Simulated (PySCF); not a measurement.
# Computed properties of Si(AsH2)(F)(OH)2 (AsFH₄O₂Si), SMILES [Si](O)(F)([AsH2])O

Si(AsH2)(F)(OH)2 (AsFH4O2Si), SMILES [Si](O)([AsH2])(F)O. The structure is a stationary point at ωB97X-D3(BJ)/def2-SVP. One conformer was computed; it need not be the lowest. All values are computed for the isolated molecule unless a solvent is named; none is compared with measurement here.

**Structure.** All 21 harmonic modes at ωB97X-D3(BJ)/def2-SVP (PySCF) are real, so it is a minimum. With heavy atoms numbered as in [OH:1][Si:2]([OH:3])([F:4])[AsH2:5], the shortest bond between them is Si2–F4 at 1.629 Å and the longest Si2–As5 at 2.323 Å.

**Vibrations.** The strongest infrared lines (harmonic, unscaled, degenerate partners summed) lie at 864 cm⁻¹ (230 km/mol, H 34 %, Si 30 %, F 25 %, O 12 %), 947 cm⁻¹ (171 km/mol, Si 47 %, O 32 %, F 16 %), 779 cm⁻¹ (149 km/mol, H 65 %, O 25 %). The softest mode is at 96 cm⁻¹ and the zero-point energy is 30.4 kcal/mol.

**Electronic structure.** CAM-B3LYP/def2-TZVP (PySCF) places the frontier levels at -9.07 and 1.08 eV, a gap of 10.15 eV, and gives a dipole moment of 1.24 D and a mean polarisability of 59.2 bohr³. PBE/def2-TZVP (PySCF) at the same geometry gives -6.66 and -0.65 eV, so its gap is 4.14 eV narrower. An orbital gap is neither the optical nor the fundamental gap.

**Excitations.** TDA-CAM-B3LYP/def2-SVPD (PySCF) has S1 at 6.63 eV (187 nm, f = 0.071, bright); the most intense of the 10 singlets computed lies at 7.39 eV (f = 0.22). T1 (TDA) is at 5.83 eV, 0.80 eV under S1. TDA-PBE/def2-SVPD (PySCF) puts S1 at 5.84 eV. No vertical singlet excitation falls in the visible range (under 3.1 eV).

**NMR.** GIAO shifts at PBE0/pcSseg-1 (PySCF) (non-relativistic, atoms alike by connectivity averaged): ¹H from 2.2 to 2.7 ppm against TMS; ²⁹Si at -16.3 ppm against TMS; ¹⁹F at -113.4 ppm against CFCl3.
